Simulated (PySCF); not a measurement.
CH6N, SMILES C[NH3+], charge +1.

Coordinates come from a ωB97X-D3(BJ)/def2-TZVP optimisation.

Two levels are set side by side: TDDFT-PBE/def2-TZVPD (PySCF) and TDDFT-CAM-B3LYP/def2-TZVPD (PySCF). Vertical, same geometry. The lowest singlet is HOMO→LUMO 100 % with PBE and HOMO−1→LUMO 96 % with the other functional; states are paired by order. Differences are taken from unrounded values.

```json
[
 {"quantity": "lowest singlet excitation (eV)", "TDDFT-CAM-B3LYP": "10.57", "TDDFT-PBE": "9.51", "TDDFT-PBE minus TDDFT-CAM-B3LYP": "-1.06"},
 {"quantity": "lowest triplet excitation (TDA) (eV)", "TDDFT-CAM-B3LYP": "10.26", "TDDFT-PBE": "9.30", "TDDFT-PBE minus TDDFT-CAM-B3LYP": "-0.96"},
 {"quantity": "first bright state (f over 0.05) (eV)", "TDDFT-CAM-B3LYP": "12.20", "TDDFT-PBE": "11.48", "TDDFT-PBE minus TDDFT-CAM-B3LYP": "-0.72"},
 {"quantity": "its oscillator strength", "TDDFT-CAM-B3LYP": "0.08", "TDDFT-PBE": "0.05", "TDDFT-PBE minus TDDFT-CAM-B3LYP": "-0.02"}
]
```

Functionals without exact exchange tend to place singlet excitations lower, as here. Differences between two approximate levels are no errors against the true value.

Rough cost on one machine, each run with all the roots and properties that it gave: TDDFT-CAM-B3LYP against TDDFT-PBE about 4 times.
